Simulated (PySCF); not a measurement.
Match the calculated data to a structure.

All candidates are C4H10FN3Si2.

- 13C NMR: chemical shifts (computed TMS as zero) by class: 161.5 (1 C), 134.7 (1 C), 113.9 (1 C), 35.2 (1 C) ppm [GIAO PBE0/pcSseg-1]
- 1H NMR: chemical shifts (computed TMS as zero) by class: 6.78 (1 H), 6.73 (1 H), 5.34 (2 H), 5.14 (2 H), 2.73 (3 H), -0.38 (1 H) ppm [GIAO PBE0/pcSseg-1]
- Rotational structure: rotational constants A, B, C: 2.328, 0.487, 0.456 GHz [GFN2-xTB]
- Dipole: 4.99 D [PBE0/pcSseg-1]
- NMR, other nuclei: isotropic shieldings of nuclei other than C and H, by class: -43 (1 N), 102 (1 N), 261 (1 N), 335 (1 F), 400 (1 Si), 408 (1 Si) ppm [GIAO PBE0/pcSseg-1]

Gas-phase values; electronic properties from PySCF, density fitting. Levels stand in brackets. The structure is a single GFN2-xTB conformer in the gas phase; no vibrational or solvent corrections. Each NMR value is the plain mean over a class of atoms that symmetry, rotation or inversion makes alike.

Problem. Which candidate is it?
A. `C[SiH2]N[SiH2]n1cncc1F`
B. `CN[SiH2]n1cncc1[SiH2]F`
C. `CN[SiH2][SiH2]n1cncc1F`

Solution. C. It is `CN[SiH2][SiH2]n1cncc1F`. Numbering: `[CH3:1][NH:2][SiH2:3][SiH2:4][n:5]1[cH:6][n:7][cH:8][c:9]1[F:10]`. Its formula, C4H10FN3Si2, gives 3 degrees of unsaturation: 1 ring and 2 π bonds in the structure found (Kekulé form). 4 carbons fall into 4 classes; from least to most shielded: aromatic C–F carbon [C9] (161.5 ppm), aromatic CH next to a ring nitrogen [C6] (134.7 ppm), aromatic CH next to a ring nitrogen [C8] (113.9 ppm), N-methyl carbon [C1] (35.2 ppm). Hydrogen classes from least to most shielded: 1 H on an aromatic CH next to a ring nitrogen, C8 (6.78 ppm), 1 H on an aromatic CH next to a ring nitrogen, C6 (6.73 ppm), 2 H on an SiH2 silicon, Si4 (5.34 ppm), 2 H on an SiH2 silicon, Si3 (5.14 ppm), 3 H on an N-methyl carbon, C1 (2.73 ppm, a mean of values up to 0.8 ppm apart in this geometry), 1 H on a silicon-bound nitrogen, N2 (-0.38 ppm). The other shieldings belong to: -43 ppm, pyridine-type nitrogen [N7]; 102 ppm, pyrrole-type nitrogen [N5]; 261 ppm, silicon-bound nitrogen [N2]; 335 ppm, aryl fluorine [F10]; 400 ppm, SiH2 silicon [Si3]; 408 ppm, SiH2 silicon [Si4]. The optimised geometry has point group C1 and is an asymmetric top.

The others, at the same levels:
- `C[SiH2]N[SiH2]n1cncc1F` fails: its computed 13C shifts are 160.3 (1 C), 134.6 (1 C), 114.4 (1 C), -4.3 (1 C) ppm, 1H shifts are 7.03 (1 H), 6.90 (1 H), 5.51 (2 H), 4.57 (2 H), 0.22 (3 H), -0.98 (1 H) ppm and rotational constant A is 1.546 GHz (against 2.328 GHz).
- `CN[SiH2]n1cncc1[SiH2]F` fails: its computed 13C shifts are 151.0 (1 C), 149.2 (1 C), 128.4 (1 C), 29.8 (1 C) ppm, 1H shifts are 7.92 (1 H), 7.69 (1 H), 5.76 (2 H), 5.54 (2 H), 2.94 (3 H), 0.18 (1 H) ppm and rotational constant A is 1.339 GHz (against 2.328 GHz).

Each candidate is one conformer, not necessarily the lowest. Dipoles, sizes and rotational constants follow the conformer. The torsions of the flexible species, by atom-mapped SMILES:
- `[CH3:1][NH:2][SiH2:3][SiH2:4][n:5]1[cH:6][n:7][cH:8][c:9]1[F:10]`: C1–N2–Si3–Si4 58°, N2–Si3–Si4–N5 175°, Si3–Si4–N5–C6 -114°
- `[CH3:1][SiH2:2][NH:3][SiH2:4][n:5]1[cH:6][n:7][cH:8][c:9]1[F:10]`: C1–Si2–N3–Si4 -175°, Si2–N3–Si4–N5 8°, N3–Si4–N5–C6 97°
- `[CH3:1][NH:2][SiH2:3][n:4]1[cH:5][n:6][cH:7][c:8]1[SiH2:9][F:10]`: C1–N2–Si3–N4 -173°, N2–Si3–N4–C5 27°, C7–C8–Si9–F10 -125°
